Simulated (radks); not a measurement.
The numbers below are computed, except where a source is named.
Numerical settings for neutral rubidium, [Kr] 5s1. Level of theory: Dirac Kohn-Sham, PBE, spin-unpolarised, spherical densities, finite nucleus; Fermi nuclear charge, rms radius 4.2036 fm (a radial shooting solver on a logarithmic mesh with Libxc functionals). The defaults (mesh step 0.008 in ln r, mesh end at 40 bohr or more with all orbitals vanishing there, Anderson mixing 0.5 over 9 steps, residual threshold near 1e-9 with the energy settled to 1e-9 hartree or 1e-11 of itself, here a cap of 74 iterations) give E = -2981.4252 hartree and 5s1/2 at -2.231 eV in 14 iterations. Run on one thread of a shared host, so times are rough (Arm Neoverse V2): 0.09 s of CPU time, 0.09 s wall, 14 iterations on 2437 mesh points. Changes against that run (0 stands for a change within the tolerance of the run):

setting,iterations,converged,E (mhartree),e(5s1/2) (meV),CPU (s)
mesh step in ln r 0.012,14,yes,0,0,0.07
mesh step in ln r 0.2,4,no,diverged,-,0.01
mesh step in ln r 0.08,13,no,diverged,-,0.04
mesh end (bohr) 12,14,yes,+1.52,+110,0.09
mesh end (bohr) 20,14,yes,+0.00341,+0.536,0.09
residual threshold 1e-05,10,yes,0,+0.0714,0.08
residual threshold 0.01,9,yes,0,+0.364,0.07
mixing 0.2,18,yes,0,0,0.12
"linear mixing, mixing 0.5",31,yes,0,0,0.16
"linear mixing, mixing 0.8",43,yes,0,0,0.23
mixing history 3,16,yes,0,0,0.1
iteration cap 8,8,no,0,+0.364,0.06

Settings that end as converged yet miss the energy by more than 1 mhartree: mesh end (bohr) 12 (+0.00152 hartree). A mesh that ends early acts as a hard wall.
